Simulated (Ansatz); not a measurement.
The lowest singlet and triplet of C6H4 (SMILES [c]1cc[c]cc1); geometries from B3LYP-D3(BJ)/def2-TZVP, each state relaxed from the structure named, with no frequency check, low spin by broken symmetry.
Singlet (charge 0, multiplicity 1):
```xyz
10

C     -0.05294     1.33069    -0.04311
C      1.18615     0.75591    -0.03662
C      1.24249    -0.66017     0.00926
C      0.05294    -1.33069     0.04311
C     -1.18615    -0.75591     0.03662
C     -1.24249     0.66017    -0.00926
H      2.10598     1.32590    -0.06448
H      2.20472    -1.15597     0.01593
H     -2.10598    -1.32590     0.06448
H     -2.20472     1.15597    -0.01593
```
Triplet (charge 0, multiplicity 3):
```xyz
10

C     -0.0522     1.3129    -0.0425
C      1.1999     0.7494    -0.0365
C      1.2557    -0.6527     0.0089
C      0.0522    -1.3129     0.0425
C     -1.1999    -0.7494     0.0365
C     -1.2557     0.6527    -0.0089
H      2.1046     1.3447    -0.0651
H      2.2047    -1.1750     0.0166
H     -2.1046    -1.3447     0.0651
H     -2.2047     1.1750    -0.0166
```

A positive gap puts the triplet lower; no zero-point energy. R- takes a restricted singlet, here one determinant of a half-filled degenerate or near-degenerate pair, which mixes singlet states. The triplet is unrestricted in single-reference levels. Active spaces average the two states.

Correlated levels freeze the cores.

The values were computed with Ansatz (a quantum-chemistry and plane-wave program). 

R-PBE/def2-TZVPP gives 5.51 kcal/mol for the gap E(singlet) − E(triplet), adiabatic.

Q: How do the other levels lie against it? Give each less PBE: R-r2SCAN/def2-TZVPP, R-PBE0/def2-TZVPP, R-wB97M-V/def2-TZVPP, R-B2PLYP/def2-TZVPP, R-MP2/cc-pVTZ, R-CCSD(T)/cc-pVTZ, SC-NEVPT2 on SA-CASSCF(2,2)/cc-pVTZ, FIC-MRCISD+Q on SA-CASSCF(2,2)/cc-pVTZ.

A: R-r2SCAN/def2-TZVPP 11.95; R-PBE0/def2-TZVPP 18.18; R-wB97M-V/def2-TZVPP 22.26; R-B2PLYP/def2-TZVPP -4.56; R-MP2/cc-pVTZ -47.84; R-CCSD(T)/cc-pVTZ -10.11; SC-NEVPT2 on SA-CASSCF(2,2)/cc-pVTZ -7.90; FIC-MRCISD+Q on SA-CASSCF(2,2)/cc-pVTZ -7.41 kcal/mol. 3 of 8 lie above PBE; the widest gap is to R-MP2/cc-pVTZ.

Doubts at one or more of the structures used: a restricted determinant that unrestricted orbitals would lower (R-PBE/def2-TZVPP, R-r2SCAN/def2-TZVPP, R-PBE0/def2-TZVPP, R-wB97M-V/def2-TZVPP, R-B2PLYP/def2-TZVPP, R-MP2/cc-pVTZ, R-CCSD(T)/cc-pVTZ); a spin-contaminated determinant (R-MP2/cc-pVTZ, R-CCSD(T)/cc-pVTZ); other coupled-cluster roots lie near (R-CCSD(T)/cc-pVTZ).

Measured: singlet below triplet by 3.8 ± 0.3 kcal/mol (with zero-point energy) [compilation of Shee et al.].
